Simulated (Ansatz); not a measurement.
Reaction (atomization): `C=C[SiH2]N` → 2 C• + 7 H• + N• + Si•

Gas-phase electronic energies from Ansatz, PBE0-D4/def2-TZVP geometries. CCSD(T)/CBS is the MP2 limit (def2-TZVPP, def2-QZVPP) plus CCSD(T) − MP2 in def2-TZVPP, frozen cores. This one scheme is used for every species, atoms too. Functionals use def2-TZVPP. B3LYP here is the variant with VWN-RPA as its local correlation; programs differ in this. HSE06 is defined as in plane-wave codes. Open shells (•) are unrestricted, without spin–orbit coupling. Spin–orbit coupling would lower the free atoms: a little for C, Si. Each species was taken in one conformer, which may not be the lowest.

```json
{"level": "revPBE-D4", "ΔE (kJ/mol)": "4020.6", "difference from CCSD(T)/CBS": "-34.0"}
{"level": "r2SCAN0-D4", "ΔE (kJ/mol)": "3996.2", "difference from CCSD(T)/CBS": "-58.4"}
{"level": "PBE", "ΔE (kJ/mol)": "4085.8", "difference from CCSD(T)/CBS": "31.2"}
{"level": "B3LYP", "ΔE (kJ/mol)": "4034.7", "difference from CCSD(T)/CBS": "-19.9"}
{"level": "HSE06", "ΔE (kJ/mol)": "4035.4", "difference from CCSD(T)/CBS": "-19.2"}
{"level": "BHLYP", "ΔE (kJ/mol)": "3943.7", "difference from CCSD(T)/CBS": "-110.9"}
{"level": "LC-ωPBE", "ΔE (kJ/mol)": "4025.6", "difference from CCSD(T)/CBS": "-29.0"}
{"level": "HF/def2-SVP", "ΔE (kJ/mol)": "2971.5", "difference from CCSD(T)/CBS": "-1083.1"}
{"level": "HF/CBS(def2)", "ΔE (kJ/mol)": "2980.3", "difference from CCSD(T)/CBS": "-1074.3"}
{"level": "CCSD/CBS(def2)", "ΔE (kJ/mol)": "4001.9", "difference from CCSD(T)/CBS": "-52.7"}
{"level": "CCSD(T)/CBS", "ΔE (kJ/mol)": "4054.6", "difference from CCSD(T)/CBS": "0"}
```

Largest T1 diagnostic among the species: 0.012.

From PBE to PBE0 (25 % exact exchange), in def2-TZVPP and without D4, ΔE moves by −54.3 kJ/mol: exact exchange takes away binding that semilocal exchange gives to molecules. The D4 term adds +32.2 kJ/mol with B3LYP and +16.9 kJ/mol with PBE0; it sums over pairs of atoms, weighted by their polarisabilities, and B3LYP, whose exchange is more repulsive, gets the larger term.

For atomizations the MP2-based limit and the directly extrapolated one differ by several kJ/mol either way, and by 10 to 25 for some Ge, Se and Sn compounds, so smaller differences from it don't rank the levels.
